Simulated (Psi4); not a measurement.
C4H11CdN, singlet, geometry from GFN2-xTB (such geometries of metal compounds can be far from the true shape) (core potentials on Cd); PBE/def2-SVPD (Psi4).

Here is a job for Psi4.
```
memory 2 GB

molecule {
0 1
Cd   -0.56519826    0.62836564    0.16399093
C     0.61717758   -1.03775770   -0.69137646
C     0.44712978   -2.20147009    0.28489504
C     0.26800526   -1.48873439   -2.10804539
C     2.06238437   -0.54157534   -0.64257086
H     1.13330011   -3.01761634    0.03431589
H    -0.57073269   -2.59963859    0.24949270
H     0.66550854   -1.88085674    1.30876145
H    -0.75678650   -1.85537345   -2.16628972
H     0.38767766   -0.67561913   -2.82439394
H     0.93215531   -2.30414787   -2.41483097
H     2.22272177    0.27514002   -1.35312639
H     2.31458491   -0.18926551    0.36324755
H     2.75667880   -1.34842763   -0.90016200
N    -0.21216342    1.54752273    2.04299472
H    -1.06611675    1.75727874    2.56205177
H     0.22748700    2.46154196    1.91099240
}

set {
  basis def2-svpd
}

energy('pbe')
print_variables()
```

It wrote (shortened):

```
   => Loading Basis Set <=

    Name: DEF2-SVPD
    Role: ORBITAL
    Keyword: BASIS

    !!!  WARNING: ECP capability is in beta. Please check occupations closely.  !!!

         ---------------------------------------------------------
                                   SCF
               by Justin Turney, Rob Parrish, Andy Simmonett
                          and Daniel G. A. Smith
                              RKS Reference
         ---------------------------------------------------------

  ==> Geometry <==

    Molecular point group: c1
    Full point group: C1

    Geometry (in Angstrom), charge = 0, multiplicity = 1:

       Center              X                  Y                   Z               Mass
    ------------   -----------------  -----------------  -----------------  -----------------
         CD          -0.467325075692     0.518424200424     0.131118291490   113.903365090000
         C            0.715050764308    -1.147699139576    -0.724249098510    12.000000000000
         C            0.545002964308    -2.311411529576     0.252022401490    12.000000000000
         C            0.365878444308    -1.598675829576    -2.140918028510    12.000000000000
         C            2.160257554308    -0.651516779576    -0.675443498510    12.000000000000
         H            1.231173294308    -3.127557779576     0.001443251490     1.007825032230
         H           -0.472859505692    -2.709580029576     0.216620061490     1.007825032230
         H            0.763381724308    -1.990798179576     1.275888811490     1.007825032230
         H           -0.658913315692    -1.965314889576    -2.199162358510     1.007825032230
         H            0.485550844308    -0.785560569576    -2.857266578510     1.007825032230
         H            1.030028494308    -2.414089309576    -2.447703608510     1.007825032230
         H            2.320594954308     0.165198580424    -1.385999028510     1.007825032230
         H            2.412458094308    -0.299206949576     0.330374911490     1.007825032230
         H            2.854551984308    -1.458369069576    -0.933034638510     1.007825032230
         N           -0.114290235692     1.437581290424     2.010122081490    14.003074004430
         H           -0.968243565692     1.647337300424     2.529179131490     1.007825032230
         H            0.325360184308     2.351600520424     1.878119761490     1.007825032230

  Running in c1 symmetry.

  Rotational constants: A =      0.11918  B =      0.04123  C =      0.03846 [cm^-1]
  Rotational constants: A =   3572.98008  B =   1236.18260  C =   1153.08796 [MHz]
  Nuclear repulsion =  329.759161607931333

  Charge       = 0
  Multiplicity = 1
  Electrons    = 62
  Nalpha       = 31
  Nbeta        = 31

  ==> Algorithm <==

  SCF Algorithm Type is DF.
  DIIS enabled.
  MOM disabled.
  Fractional occupation disabled.
  Guess Type is SAD.
  Energy threshold   = 1.00e-06
  Density threshold  = 1.00e-06
  Integral threshold = 1.00e-12

  ==> Primary Basis <==

  Basis Set: DEF2-SVPD
    Blend: DEF2-SVPD
    Number of shells: 96
    Number of basis functions: 222
    Number of Cartesian functions: 237
    Spherical Harmonics?: true
    Max angular momentum: 3

  Core potential: DEF2-SVPD
    Number of shells: 4
    Number of ECP primitives: 14
    Number of ECP core electrons: 28
    Max angular momentum: 3

  ==> DFT Potential <==

   => LibXC <=

    Version 7.1.2
    S. Lehtola, C. Steigemann, M. J. T. Oliveira, and M. A. L. Marques,  SoftwareX 7, 1–5 (2018) (10.1016/j.softx.2017.11.002)

   => Composite Functional: PBE <=

    PBE GGA Exchange-Correlation Functional

    J.P. Perdew et. al., Phys. Rev. Lett., 77(18), 3865-3868, 1996

    Deriv               =              1
    GGA                 =           TRUE
    Meta                =          FALSE

    Exchange Hybrid     =          FALSE
    MP2 Hybrid          =          FALSE

   => Exchange Functionals <=

    1.0000     XC_GGA_X_PBE

   => Correlation Functionals <=
[...]
    wK tasked:                   No
    Algorithm:                 Core
    Schwarz Cutoff:           1E-12
    Mask sparsity (%):       3.0111
    Fitting Condition:        1E-10

   => Auxiliary Basis Set <=

  Basis Set: (DEF2-SVPD AUX)
    Blend: DEF2-UNIVERSAL-JKFIT
    Number of shells: 240
    Number of basis functions: 830
    Number of Cartesian functions: 1053
    Spherical Harmonics?: true
    Max angular momentum: 6

  Minimum eigenvalue in the overlap matrix is 9.3737936853E-05.
  Reciprocal condition number of the overlap matrix is 7.5080389094E-06.
    Using symmetric orthogonalization.

  ==> Pre-Iterations <==

  SCF Guess: Superposition of Atomic Densities via on-the-fly atomic UHF (no occupation information).

   -------------------------
    Irrep   Nso     Nmo
   -------------------------
     A        222     222
   -------------------------
    Total     222     222
   -------------------------

  ==> Iterations <==

                           Total Energy        Delta E     RMS |[F,P]|

   @DF-RKS iter SAD:  -379.83299799900072   -3.79833e+02   0.00000e+00
   @DF-RKS iter   1:  -379.80144955466437    3.15484e-02   6.87903e-03 ADIIS/DIIS
   @DF-RKS iter   2:  -371.05601862938732    8.74543e+00   1.62354e-02 ADIIS/DIIS
   @DF-RKS iter   3:  -380.89432604182980   -9.83831e+00   2.51480e-03 ADIIS/DIIS
   @DF-RKS iter   4:  -380.82897981736130    6.53462e-02   2.81821e-03 ADIIS/DIIS
   @DF-RKS iter   5:  -380.95977627722249   -1.30796e-01   1.79692e-03 ADIIS/DIIS
   @DF-RKS iter   6:  -381.05534401161731   -9.55677e-02   1.78137e-04 ADIIS/DIIS
   @DF-RKS iter   7:  -381.05586105372970   -5.17042e-04   1.01101e-04 ADIIS/DIIS
   @DF-RKS iter   8:  -381.05607911664595   -2.18063e-04   2.05207e-05 DIIS
   @DF-RKS iter   9:  -381.05608728792618   -8.17128e-06   5.00186e-06 DIIS
   @DF-RKS iter  10:  -381.05608784657136   -5.58645e-07   1.65598e-06 DIIS
   @DF-RKS iter  11:  -381.05608792082978   -7.42584e-08   2.90107e-07 DIIS
  Energy and wave function converged.

  ==> Post-Iterations <==

   Electrons on quadrature grid:
      Ntotal   =   62.0001405255 ; deviation = 1.405e-04

    Orbital Energies [Eh]
    ---------------------

    Doubly Occupied:

[...]
      31A     -0.186900

    Virtual:

[...]
    Final Occupation by Irrep:
              A
    DOCC [    31 ]
    NA   [    31 ]
    NB   [    31 ]

  @DF-RKS Final Energy:  -381.05608792082978

   => Energetics <=

    Nuclear Repulsion Energy =            329.7591616079313326
    One-Electron Energy =               -1239.2533068220934638
    Two-Electron Energy =                 576.1997518030659649
    DFT Exchange-Correlation Energy =     -47.7616945097336369
    Empirical Dispersion Energy =           0.0000000000000000
    VV10 Nonlocal Energy =                  0.0000000000000000
    Total Energy =                       -381.0560879208297820

Computation Completed

Properties will be evaluated at   0.000000,   0.000000,   0.000000 [a0]

Properties computed using the SCF density matrix

 Multipole Moments:

 ------------------------------------------------------------------------------------
     Multipole            Electronic (a.u.)      Nuclear  (a.u.)        Total (a.u.)
 ------------------------------------------------------------------------------------

 L = 1.  Multiply by 2.5417464519 to convert [e a0] to [Debye]
 Dipole X            :        -41.7723025           41.3730749           -0.3992276
 Dipole Y            :         46.2829297          -46.1293618            0.1535679
 Dipole Z            :         12.0089346          -12.5285993           -0.5196647
 Magnitude           :                                                    0.6730655

 ------------------------------------------------------------------------------------

  Variable Map:
  ----------------------------------------------------------------------------
[...]
  Array Variable Map:
  ----------------------------------------------------------------------------
[...]
[...]
```
